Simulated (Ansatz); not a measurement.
A structure relaxed at B3LYP/def2-SVP in Ansatz, charge 0, singlet:

```
atom   x (Å)   y (Å)   z (Å)
 Na1   1.524   2.956  -1.030
 Na2   0.203  -1.650   2.208
 Na3  -0.637  -2.352  -1.130
 Na4   2.335  -0.753  -0.287
  K5  -1.844   1.551  -0.115
  K6  -3.873  -1.766   1.366
  K7   0.573   0.179  -3.784
  K8   1.718   1.835   2.772
```

Q: Give its formula.

A: the cluster K₄Na₄.

Q: Summarise the bond lengths by kind (pairs closer than 1.2 times the sum of covalent radii, bridged metal pairs left out).

A: 10 × K–Na 3.76 to 4.21 Å; 4 × Na–Na 3.40 to 3.87 Å; 3 × K–K 4.16 to 4.60 Å.

The restricted singlet is unstable towards broken spin symmetry in Hartree–Fock (as tested in another run); at B3LYP/def2-SVP this wasn't settled. Another isomer (singlet) lies 0.09 eV lower at PBE0/def2-TZVP; other spin states weren't run for this one.
